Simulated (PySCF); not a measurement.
Compound: C4H11NSi2.
Geometry (PBE0-D3(BJ)/def2-SVP, Å), atoms numbered from 1 in this order:
```xyz
18
C4H11NSi2 angstrom
C      2.8972   -1.2782   -0.6073
N      1.5122   -0.9760   -0.3851
C      1.1892   -0.1681    0.5409
Si    -0.6372    0.2670    0.7764
C     -1.7255   -0.8156   -0.3320
Si    -2.1298    0.7473   -1.3386
C     -1.0999    1.8552   -0.1745
H      3.0509   -2.3664   -0.5198
H      3.1641   -1.0132   -1.6436
H      3.5882   -0.7586    0.0868
H      1.9752    0.3068    1.1753
H     -0.9642    0.3026    2.2379
H     -1.1141   -1.5631   -0.8626
H     -2.5826   -1.3123    0.1451
H     -1.6227    0.7198   -2.7453
H     -3.5853    1.0962   -1.3606
H     -0.2576    2.3861   -0.6431
H     -1.6916    2.5835    0.4011
```

All values: PBE0/pcSseg-1 (PySCF, non-relativistic), on one gas-phase PBE0-D3(BJ)/def2-SVP geometry that isn't relaxed in the solvent. The solvent is an IEF-PCM continuum (Bondi radii, 1.10 Å for H, scaled by 1.2). The model holds no explicit solvent molecules, cavitation or dispersion.

| run | E − E(gas) (kcal/mol) | HOMO (eV) | HOMO–LUMO gap (eV) | dipole (D) |
| --- | --- | --- | --- | --- |
| gas | 0.00 | -7.04 | 6.23 | 1.54 |
| P | -1.99 | -7.02 | 6.26 | 1.92 |
| Q | -2.75 | -7.03 | 6.27 | 2.08 |

The runs were made in acetone and chloroform. Which run belongs to which solvent?

P = chloroform, Q = acetone. The dielectric constants are 4.711 (chloroform), 20.49 (acetone), and the energy falls further as ε rises. In this model the ground state sees the solvent through ε alone.

How constant is the ratio of the lowering to (ε − 1)/(2ε + 1)?

```
   solvent  (ε − 1)/(2ε + 1)  E − E(gas) (kcal/mol)  ratio (kcal/mol)  polarisation term (kcal/mol)
chloroform             0.356                  -1.99              -5.6                         -2.21
   acetone             0.464                  -2.75              -5.9                         -3.22
```

The ratio changes by +6.3 % in size from chloroform to acetone. The polarisation term is half the interaction of the solute with the induced surface charges.
